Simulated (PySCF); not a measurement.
methanethiol (CH4S), singlet, at a GFN2-xTB geometry. Base run: PySCF with BLYP/6-31G.

Input for PySCF:
```python
from pyscf import gto, scf, dft

mol = gto.Mole()
mol.atom = '''
    C    -0.059275    1.156018    0.011080
    S    -0.042901   -0.665262   -0.006996
    H     1.281893   -0.797104    0.002348
    H    -1.103113    1.452306    0.005641
    H     0.424446    1.517500    0.913197
    H     0.438843    1.535384   -0.875729
'''
mol.basis = '6-31g'
mol.charge = 0
mol.spin = 0
mol.verbose = 4
mol.build()

mf = dft.RKS(mol)
mf.xc = 'blyp'
mf.kernel()
```

Each row names what was changed in the base input (with any setting that the change needs).

```json
[
 {"change": "base", "ΔE vs base (mEh)": "0.000", "fitting functions": "-", "dipole (D)": "1.99"},
 {"change": "auxbasis = autoaux", "ΔE vs base (mEh)": "-3.454", "fitting functions": "234", "dipole (D)": "2.00"},
 {"change": "auxbasis = cc-pvqz-jkfit", "ΔE vs base (mEh)": "-0.013", "fitting functions": "458", "dipole (D)": "1.99"},
 {"change": "auxbasis = even-tempered beta=2.0", "ΔE vs base (mEh)": "-3.537", "fitting functions": "226", "dipole (D)": "2.00"},
 {"change": "auxbasis = even-tempered beta=1.6", "ΔE vs base (mEh)": "-3.311", "fitting functions": "337", "dipole (D)": "2.00"},
 {"change": "auxbasis = default (with mf = mf.density_fit())", "ΔE vs base (mEh)": "-0.060", "fitting functions": "274", "dipole (D)": "1.99"},
 {"change": "auxbasis = even-tempered beta=3.0", "ΔE vs base (mEh)": "-6.205", "fitting functions": "152", "dipole (D)": "2.00"},
 {"change": "auxbasis = def2-svp-ri", "ΔE vs base (mEh)": "-648.6", "fitting functions": "166", "dipole (D)": "1.98"},
 {"change": "auxbasis = def2-universal-jkfit", "ΔE vs base (mEh)": "-0.049", "fitting functions": "275", "dipole (D)": "1.99"},
 {"change": "auxbasis = cc-pvtz-ri", "ΔE vs base (mEh)": "-13.934", "fitting functions": "323", "dipole (D)": "1.99"}
]
```

A fitting set is made for a task (jfit for Coulomb, jkfit for Coulomb and exchange, ri for correlation) and for a family of orbital bases.
